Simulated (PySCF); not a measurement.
Ionising SnH

UHF-CCSD; basis Sn def2-TZVPPD with ECP28, H def2-TZVPPD; scalar-relativistic core potentials; PySCF 2.14. Neutral (UHF): doublet (π ↑), Re = 1.763 Å, ωe = 1747 cm⁻¹, De = 2.63 eV.

SnH⁺ (RHF): singlet (closed shell), Re = 1.745 Å, ωe = 1863 cm⁻¹, De = 2.77 eV to Sn⁺ + H. The energies at the minima are -214.19816 hartree for SnH and -213.93767 for SnH⁺.

**Question.** Work out the adiabatic ionisation energy, without and with harmonic zero-point energies (1 hartree = 27.2114 eV, 1 eV = 8065.5 cm⁻¹), and the change of the bond length.

**Answer.** At CCSD: 0.26049 hartree = 7.088 eV between the minima; the zero-point term (1863.0 − 1747.0)/2 cm⁻¹ = +0.007 eV makes it 7.095 eV. Re changes by -1.8 pm against the neutral. The electron leaves a π orbital, which is non-bonding in a hydride.

SnH⁻ (UHF): triplet (π ↑↑), Re = 1.798 Å, ωe = 1563 cm⁻¹, De = 2.53 eV to Sn⁻ + H. The energies at the minima are -214.19816 hartree for SnH and -214.24098 for SnH⁻.

**Question.** Work out the adiabatic electron affinity, without and with harmonic zero-point energies (1 hartree = 27.2114 eV, 1 eV = 8065.5 cm⁻¹), and the change of the bond length.

**Answer.** At UHF-CCSD: 0.04282 hartree = 1.165 eV between the minima; the zero-point term (1747.0 − 1563.0)/2 cm⁻¹ = +0.011 eV makes it 1.177 eV. Re changes by +3.5 pm against the neutral. The electron enters a π orbital, which is non-bonding in a hydride.

Correlated steps freeze 4 core orbitals. Spin–orbit coupling is left out, which matters for elements this heavy, above all for dissociation energies. For an ion De counts to the pair picked by the measured ionisation energies or electron affinities, which need not be the lowest pair at this level. Where the molecule has an RHF reference, its open-shell atoms are computed with UHF. States were picked by a PBE0 search and need not be the measured ground states.

Neutral and ion stand on different kinds of reference determinant, which adds to the error of the difference.
